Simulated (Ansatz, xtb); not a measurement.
**C3H2FN3O2: 4 structures ranked**

4 gas-phase structures of C3H2FN3O2, from a drawn sample of its isomers (lower ones may exist). Each was relaxed with GFN2-xTB:

A. `O=C(O)c1nnc(F)[nH]1`, a singlet
B. `O=C(O)c1nc(F)n[nH]1`, a singlet
C. `OC(O)=C1N=NC(F)=N1`, a singlet
D. `O=C(O)c1n[nH]c(F)n1`, a singlet

Task: Make a reasoned guess at their ranking by r2SCAN-D4/def2-SVP single-point energy.

Result: Calculated order at r2SCAN-D4/def2-SVP: B (0.000), D (0.163), A (0.447), C (1.260) eV.

Energies above the lowest of each column, in eV; the last columns are at PBE0-D3(BJ)/def2-SVP geometries and were run for some of them only (a dash: not run or not comparable):

```tsv
structure	GFN2-xTB	HF/STO-3G	r2SCAN-D4/def2-SVP	PBE0-D3(BJ)/def2-SVP	CCSD(T)/def2-SVP + ΔMP2/def2-TZVPP
B	0.000	0.000	0.000	0.000	0.000
D	0.124	0.050	0.163	0.135	0.132
A	0.185	0.180	0.447	0.431	0.380
C	0.977	0.926	1.260	–	–
```

Every level run on B puts it lowest or level with the lowest. Flexible structures stand in one conformer each, not always the lowest. Frequencies (GFN2-xTB) were run for A, B, D alone. ΔMP2 is the change of the MP2 energy from the smaller to the larger basis.

Over these structures GFN2-xTB departs from r2SCAN-D4/def2-SVP by 0.127 eV on average once a common shift is removed. A GFN2-xTB relaxation took about 0.18 s and the r2SCAN-D4/def2-SVP energy about 5 s on a shared host (Ansatz 0.2.0, xtb 6.7.1).
